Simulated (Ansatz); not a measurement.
Method: PBE0-D3(BJ)/def2-TZVP in Ansatz (a quantum-chemistry and plane-wave program). No frequencies were computed at this level.

Ansatz 0.2 input:
```yaml
crystal:
  periodic: [false, false, false]
  atoms:
    - { symbol: O, position_ang: [-0.113657, 1.737677, 0.153178] }
    - { symbol: Si, position_ang: [-1.667027, 1.456273, -0.291327] }
    - { symbol: Si, position_ang: [-1.510547, -0.82529, -0.538045] }
    - { symbol: Si, position_ang: [0.700155, -1.550188, -0.465535] }
    - { symbol: Si, position_ang: [2.09146, -0.326592, 0.918995] }
    - { symbol: H, position_ang: [0.201678, 2.612356, 0.362811] }
    - { symbol: H, position_ang: [-2.551644, 1.996744, 0.750741] }
    - { symbol: H, position_ang: [-1.958577, 2.272105, -1.479199] }
    - { symbol: H, position_ang: [-2.210553, -1.234354, -1.769668] }
    - { symbol: H, position_ang: [-2.307733, -1.491376, 0.509929] }
    - { symbol: H, position_ang: [0.761945, -2.979306, -0.102117] }
    - { symbol: H, position_ang: [1.245135, -1.548994, -1.837411] }
    - { symbol: H, position_ang: [3.234456, -1.110197, 1.407244] }
    - { symbol: H, position_ang: [1.405981, 0.150698, 2.123055] }
    - { symbol: H, position_ang: [2.678926, 0.840445, 0.257348] }
basis:
  gaussian: { orbitals: def2-tzvp }
hamiltonian:
  xc: pbe0
  dispersion: d3bj
relax:
  max_steps: 150
```

Output:

```
[...]
relax step  17: F+E_penalty+E_count = -33708.08153548 eV  Δ(F+E_penalty+E_count) = -6.127e-4 eV  max|allowed force component| = 4.830e-3 eV/Å  Δτ_max = 0.0291 Å  (31 SCF iters, accepted)
these checks for a lower state are left out or cut short: starts, cluster_reference, orbital_swaps, neighbouring_geometries, increment
1663 factors; their error is unknown
mean field -33707.69541821 eV, -1238.7349587227 hartree, gradient 9.3e-6 eV, S^2 0.000000; 0 other end points of the search recorded, 0 dependent functions left out
reference -33707.69546287 eV, -1238.7349603640 hartree; 37, 37 occupied and 202, 202 virtual orbitals, 1663 factors
relax step  18: F+E_penalty+E_count = -33708.08286901 eV  Δ(F+E_penalty+E_count) = -1.334e-3 eV  max|allowed force component| = 4.391e-2 eV/Å  Δτ_max = 0.0975 Å  (30 SCF iters, accepted)
these checks for a lower state are left out or cut short: starts, cluster_reference, orbital_swaps, neighbouring_geometries, increment
1663 factors; their error is unknown
mean field -33707.69634283 eV, -1238.7349927017 hartree, gradient 8.8e-6 eV, S^2 0.000000; 0 other end points of the search recorded, 0 dependent functions left out
reference -33707.69638754 eV, -1238.7349943449 hartree; 37, 37 occupied and 202, 202 virtual orbitals, 1663 factors
relax step  19: F+E_penalty+E_count = -33708.08318573 eV  Δ(F+E_penalty+E_count) = -3.167e-4 eV  max|allowed force component| = 6.507e-2 eV/Å  Δτ_max = 0.0742 Å  (30 SCF iters, accepted)
these checks for a lower state are left out or cut short: starts, cluster_reference, orbital_swaps, neighbouring_geometries, increment
1663 factors; their error is unknown
mean field -33707.69688225 eV, -1238.7350125251 hartree, gradient 8.6e-6 eV, S^2 0.000000; 0 other end points of the search recorded, 0 dependent functions left out
reference -33707.69692696 eV, -1238.7350141683 hartree; 37, 37 occupied and 202, 202 virtual orbitals, 1663 factors
relax step  20: F+E_penalty+E_count = -33708.08363243 eV  Δ(F+E_penalty+E_count) = -4.467e-4 eV  max|allowed force component| = 6.158e-2 eV/Å  Δτ_max = 0.0105 Å  (32 SCF iters, accepted)
these checks for a lower state are left out or cut short: starts, cluster_reference, orbital_swaps, neighbouring_geometries, increment
1663 factors; their error is unknown
mean field -33707.69784252 eV, -1238.7350478145 hartree, gradient 8.5e-6 eV, S^2 0.000000; 0 other end points of the search recorded, 0 dependent functions left out
reference -33707.69788725 eV, -1238.7350494582 hartree; 37, 37 occupied and 202, 202 virtual orbitals, 1663 factors
relax step  21: F+E_penalty+E_count = -33708.08431690 eV  Δ(F+E_penalty+E_count) = -6.845e-4 eV  max|allowed force component| = 5.299e-2 eV/Å  Δτ_max = 0.0277 Å  (30 SCF iters, accepted)
these checks for a lower state are left out or cut short: starts, cluster_reference, orbital_swaps, neighbouring_geometries, increment
1663 factors; their error is unknown
mean field evaluation 160: about -33707.6989 eV, gradient 2.1e-1 eV
mean field -33707.69892200 eV, -1238.7350874845 hartree, gradient 8.5e-6 eV, S^2 0.000000; 0 other end points of the search recorded, 0 dependent functions left out
reference -33707.69896678 eV, -1238.7350891301 hartree; 37, 37 occupied and 202, 202 virtual orbitals, 1663 factors
relax step  22: F+E_penalty+E_count = -33708.08483885 eV  Δ(F+E_penalty+E_count) = -5.220e-4 eV  max|allowed force component| = 5.854e-2 eV/Å  Δτ_max = 0.0492 Å  (30 SCF iters, accepted)
these checks for a lower state are left out or cut short: starts, cluster_reference, orbital_swaps, neighbouring_geometries, increment
1663 factors; their error is unknown
mean field -33707.69569371 eV, -1238.7349688472 hartree, gradient 9.8e-6 eV, S^2 0.000000; 0 other end points of the search recorded, 0 dependent functions left out
reference -33707.69573868 eV, -1238.7349704998 hartree; 37, 37 occupied and 202, 202 virtual orbitals, 1663 factors
relax step  23: F+E_penalty+E_count = -33708.07937732 eV  Δ(F+E_penalty+E_count) = +5.462e-3 eV  max|allowed force component| = 2.486e-1 eV/Å  Δτ_max = 0.1828 Å  (29 SCF iters, rejected (line search))
these checks for a lower state are left out or cut short: starts, cluster_reference, orbital_swaps, neighbouring_geometries, increment
1663 factors; their error is unknown
mean field -33707.67170949 eV, -1238.7340874431 hartree, gradient 9.1e-6 eV, S^2 0.000000; 0 other end points of the search recorded, 0 dependent functions left out
reference -33707.67175414 eV, -1238.7340890842 hartree; 37, 37 occupied and 202, 202 virtual orbitals, 1663 factors
relax step  24: F+E_penalty+E_count = -33708.05820113 eV  Δ(F+E_penalty+E_count) = +2.664e-2 eV  max|allowed force component| = 3.732e-1 eV/Å  Δτ_max = 0.0638 Å  (30 SCF iters, rejected (line search))
these checks for a lower state are left out or cut short: starts, cluster_reference, orbital_swaps, neighbouring_geometries, increment
1663 factors; their error is unknown
mean field -33707.69929421 eV, -1238.7351011629 hartree, gradient 8.4e-6 eV, S^2 0.000000; 0 other end points of the search recorded, 0 dependent functions left out
reference -33707.69933899 eV, -1238.7351028088 hartree; 37, 37 occupied and 202, 202 virtual orbitals, 1663 factors
relax step  25: F+E_penalty+E_count = -33708.08518863 eV  Δ(F+E_penalty+E_count) = -3.498e-4 eV  max|allowed force component| = 4.520e-3 eV/Å  Δτ_max = 0.0199 Å  (31 SCF iters, accepted)
these checks for a lower state are left out or cut short: starts, cluster_reference, orbital_swaps, neighbouring_geometries, increment
1663 factors; their error is unknown
mean field evaluation 192: about -33707.7005 eV, gradient 8.9e-6 eV
mean field -33707.70050422 eV, -1238.7351456300 hartree, gradient 8.9e-6 eV, S^2 0.000000; 0 other end points of the search recorded, 0 dependent functions left out
reference -33707.70054906 eV, -1238.7351472779 hartree; 37, 37 occupied and 202, 202 virtual orbitals, 1663 factors
relax step  26: F+E_penalty+E_count = -33708.08572673 eV  Δ(F+E_penalty+E_count) = -5.381e-4 eV  max|allowed force component| = 2.851e-2 eV/Å  Δτ_max = 0.0777 Å  (30 SCF iters, accepted)
these checks for a lower state are left out or cut short: starts, cluster_reference, orbital_swaps, neighbouring_geometries, increment
1663 factors; their error is unknown
mean field -33707.70059652 eV, -1238.7351490221 hartree, gradient 8.5e-6 eV, S^2 0.000000; 0 other end points of the search recorded, 0 dependent functions left out
reference -33707.70064141 eV, -1238.7351506719 hartree; 37, 37 occupied and 202, 202 virtual orbitals, 1663 factors
relax step  27: F+E_penalty+E_count = -33708.08548860 eV  Δ(F+E_penalty+E_count) = +2.381e-4 eV  max|allowed force component| = 6.609e-2 eV/Å  Δτ_max = 0.0470 Å  (30 SCF iters, rejected (line search))
these checks for a lower state are left out or cut short: starts, cluster_reference, orbital_swaps, neighbouring_geometries, increment
1663 factors; their error is unknown
mean field -33707.70076770 eV, -1238.7351553127 hartree, gradient 8.4e-6 eV, S^2 0.000000; 0 other end points of the search recorded, 0 dependent functions left out
reference -33707.70081256 eV, -1238.7351569612 hartree; 37, 37 occupied and 202, 202 virtual orbitals, 1663 factors
relax step  28: F+E_penalty+E_count = -33708.08588099 eV  Δ(F+E_penalty+E_count) = -1.543e-4 eV  max|allowed force component| = 3.452e-2 eV/Å  Δτ_max = 0.0231 Å  (31 SCF iters, accepted)
these checks for a lower state are left out or cut short: starts, cluster_reference, orbital_swaps, neighbouring_geometries, increment
1663 factors; their error is unknown
mean field -33707.70099597 eV, -1238.7351637015 hartree, gradient 8.4e-6 eV, S^2 0.000000; 0 other end points of the search recorded, 0 dependent functions left out
reference -33707.70104087 eV, -1238.7351653517 hartree; 37, 37 occupied and 202, 202 virtual orbitals, 1663 factors
relax step  29: F+E_penalty+E_count = -33708.08594732 eV  Δ(F+E_penalty+E_count) = -6.634e-5 eV  max|allowed force component| = 4.102e-2 eV/Å  Δτ_max = 0.0292 Å  (31 SCF iters, accepted)
these checks for a lower state are left out or cut short: starts, cluster_reference, orbital_swaps, neighbouring_geometries, increment
1663 factors; their error is unknown
mean field -33707.70103635 eV, -1238.7351651856 hartree, gradient 8.5e-6 eV, S^2 0.000000; 0 other end points of the search recorded, 0 dependent functions left out
reference -33707.70108127 eV, -1238.7351668364 hartree; 37, 37 occupied and 202, 202 virtual orbitals, 1663 factors
relax step  30: F+E_penalty+E_count = -33708.08601464 eV  Δ(F+E_penalty+E_count) = -6.731e-5 eV  max|allowed force component| = 4.594e-2 eV/Å  Δτ_max = 0.0220 Å  (31 SCF iters, accepted)
these checks for a lower state are left out or cut short: starts, cluster_reference, orbital_swaps, neighbouring_geometries, increment
1663 factors; their error is unknown
mean field evaluation 224: about -33707.7010 eV, gradient 3.8e-4 eV
mean field -33707.70099108 eV, -1238.7351635217 hartree, gradient 1.7e-5 eV, S^2 0.000000; 0 other end points of the search recorded, 0 dependent functions left out
reference -33707.70103601 eV, -1238.7351651728 hartree; 37, 37 occupied and 202, 202 virtual orbitals, 1663 factors
relax step  31: F+E_penalty+E_count = -33708.08608196 eV  Δ(F+E_penalty+E_count) = -6.732e-5 eV  max|allowed force component| = 3.740e-2 eV/Å  Δτ_max = 0.0048 Å  (23 SCF iters, accepted)
these checks for a lower state are left out or cut short: starts, cluster_reference, orbital_swaps, neighbouring_geometries, increment
1663 factors; their error is unknown
mean field -33707.70084390 eV, -1238.7351581129 hartree, gradient 8.5e-6 eV, S^2 0.000000; 0 other end points of the search recorded, 0 dependent functions left out
reference -33707.70088884 eV, -1238.7351597645 hartree; 37, 37 occupied and 202, 202 virtual orbitals, 1663 factors
relax step  32: F+E_penalty+E_count = -33708.08615460 eV  Δ(F+E_penalty+E_count) = -7.264e-5 eV  max|allowed force component| = 2.159e-2 eV/Å  Δτ_max = 0.0120 Å  (31 SCF iters, accepted)
these checks for a lower state are left out or cut short: starts, cluster_reference, orbital_swaps, neighbouring_geometries, increment
1663 factors; their error is unknown
mean field -33707.70068590 eV, -1238.7351523067 hartree, gradient 8.5e-6 eV, S^2 0.000000; 0 other end points of the search recorded, 0 dependent functions left out
reference -33707.70073085 eV, -1238.7351539587 hartree; 37, 37 occupied and 202, 202 virtual orbitals, 1663 factors
relax step  33: F+E_penalty+E_count = -33708.08618718 eV  Δ(F+E_penalty+E_count) = -3.258e-5 eV  max|allowed force component| = 1.337e-2 eV/Å  Δτ_max = 0.0188 Å  (31 SCF iters, accepted)
these checks for a lower state are left out or cut short: starts, cluster_reference, orbital_swaps, neighbouring_geometries, increment
1663 factors; their error is unknown
mean field -33707.70067560 eV, -1238.7351519282 hartree, gradient 8.6e-6 eV, S^2 0.000000; 0 other end points of the search recorded, 0 dependent functions left out
reference -33707.70072057 eV, -1238.7351535807 hartree; 37, 37 occupied and 202, 202 virtual orbitals, 1663 factors
relax step  34: F+E_penalty+E_count = -33708.08620742 eV  Δ(F+E_penalty+E_count) = -2.025e-5 eV  max|allowed force component| = 9.245e-3 eV/Å  Δτ_max = 0.0121 Å  (31 SCF iters, accepted)
these checks for a lower state are left out or cut short: starts, cluster_reference, orbital_swaps, neighbouring_geometries, increment
1663 factors; their error is unknown
mean field -33707.70063120 eV, -1238.7351502966 hartree, gradient 8.6e-6 eV, S^2 0.000000; 0 other end points of the search recorded, 0 dependent functions left out
reference -33707.70067618 eV, -1238.7351519495 hartree; 37, 37 occupied and 202, 202 virtual orbitals, 1663 factors
relax step  35: F+E_penalty+E_count = -33708.08621665 eV  Δ(F+E_penalty+E_count) = -9.228e-6 eV  max|allowed force component| = 7.470e-3 eV/Å  Δτ_max = 0.0130 Å  (31 SCF iters, accepted)
1663 factors; their error is unknown
mean field evaluation 256: about -33707.7006 eV, gradient 4.4e-5 eV
mean field -33707.70063120 eV, -1238.7351502966 hartree, gradient 4.4e-5 eV, S^2 0.000000; 1 other end points of the search recorded, 0 dependent functions left out
reference -33707.70067618 eV, -1238.7351519495 hartree; 37, 37 occupied and 202, 202 virtual orbitals, 1663 factors
Total energy: -33708.08626163 eV, -1238.7493219533 hartree
Atom 0 at    -0.402059     2.008943     0.671915 Å, force    -0.007469    -0.000104    -0.006355 eV/Å
Atom 1 at    -1.523206     1.518970    -0.444812 Å, force     0.006179    -0.000972     0.004666 eV/Å
Atom 2 at    -1.514138    -0.811674    -0.305515 Å, force    -0.000097     0.000247    -0.000604 eV/Å
Atom 3 at     0.679526    -1.581815    -0.559758 Å, force    -0.000928     0.001204    -0.000030 eV/Å
Atom 4 at     2.147550    -0.461392     0.879781 Å, force    -0.002729    -0.000239    -0.001014 eV/Å
Atom 5 at    -0.218625     2.946769     0.742931 Å, force     0.003333     0.000090     0.002480 eV/Å
Atom 6 at    -2.863253     2.106976    -0.155291 Å, force    -0.001298     0.000076     0.000484 eV/Å
Atom 7 at    -1.142178     1.965580    -1.816922 Å, force    -0.000686     0.000388    -0.001002 eV/Å
Atom 8 at    -2.406825    -1.379099    -1.355990 Å, force     0.000362     0.000082     0.000082 eV/Å
Atom 9 at    -2.031952    -1.230156     1.027329 Å, force    -0.000548    -0.000014     0.000342 eV/Å
Atom 10 at     0.732521    -3.047114    -0.290868 Å, force     0.000241    -0.000653     0.000355 eV/Å
Atom 11 at     1.110843    -1.359707    -1.969264 Å, force     0.000418    -0.000424    -0.000982 eV/Å
Atom 12 at     3.427446    -1.217234     0.971311 Å, force     0.004098    -0.002465     0.000297 eV/Å
Atom 13 at     1.564223    -0.358402     2.242647 Å, force    -0.001167     0.000585     0.002253 eV/Å
Atom 14 at     2.440125     0.899356     0.362503 Å, force     0.000292     0.002200    -0.000972 eV/Å
Dipole moment:    -0.051034     0.295328    -0.037036 e Å
```

Cost: around 12 core-minutes (rough).
